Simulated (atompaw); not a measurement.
What one change does to a pseudopotential (Ti (Z = 22), PAW (atompaw))

atompaw 4.2.0.5 input, output lines left out:

```
Ti 22
LDA-PW scalarrelativistic loggrid 1500 logderivrange -5 5 251
4 4 3 0 0 0
4 1 0
3 2 2
0 0 0
c
c
c
v
c
v
v
v
2
2.40 2.25 1.95 1.65
y
3.35
n
n
y
0.35
n
custom rrkj gramschmidtortho sinc
3 1 troulliermartins
2.35
2.40
1.50
2.40
2.40
2.40
```

All-electron outer shells of the reference configuration (LDA (PW92), scalar-relativistic, ld1.x):

| shell | level (eV) | outermost node (bohr) | outermost maximum (bohr) |
| --- | --- | --- | --- |
| 2p | -443.97 | – | 0.22 |
| 3s | -62.27 | 0.40 | 0.87 |
| 3p | -38.79 | 0.37 | 0.90 |
| 4s | -4.59 | 1.25 | 2.88 |
| 3d | -4.46 | – | 0.97 |
| 4p | -1.54 | 1.39 | 3.80 |

Change: local potential troulliermartins scheme with l = 3 at 1 Ry, radius 2.32 bohr.

Cutoffs: the cutoffs (Ry, on a coarse ladder) from which the occupation-weighted sum of valence levels, in a spherical-Bessel basis at the reference potential, stays within 10 and 1 mRy of its value at 400 Ry; they do not see the model core or the augmentation charge, which bear on the density cutoff.

Q: What does the change do?

A: The potential gets neither clearly harder nor softer (35 Ry and 60 Ry → 35 Ry and 60 Ry); the bound ghost in s disappears; the range in which the s phases agree narrows (upper end at the end of the scan → 0.0). A state that the projectors do not describe sees the local part alone, so a deeper or shallower local part can create or remove a ghost.

| quantity | base | changed |
| --- | --- | --- |
| cutoff, loose | 35 Ry | 35 Ry |
| cutoff, tight | 60 Ry | 60 Ry |
| bound ghosts | s | none |
| s: phases at 2.40 bohr within 0.05 rad from the reference energy up to (Ry; the scan ends near 5) | to the end of the scan | 0.0 |
| p: phases at 2.40 bohr within 0.05 rad from the reference energy up to (Ry; the scan ends near 5) | 0.9 | 0.9 |
| d: phases at 2.40 bohr within 0.05 rad from the reference energy up to (Ry; the scan ends near 5) | 1.4 | 2.0 |
| lowest overlap eigenvalue by channel | s 0.72, p 0.51, d 0.41 | s 0.73, p 0.51, d 0.44 |

 A true bound ghost makes a file unfit for plane-wave use even where its test errors are small: the radial tests pick states by their node count and pass the ghost by. The cutoffs see the waves, projectors and local potential, not the compensation charge or the core.
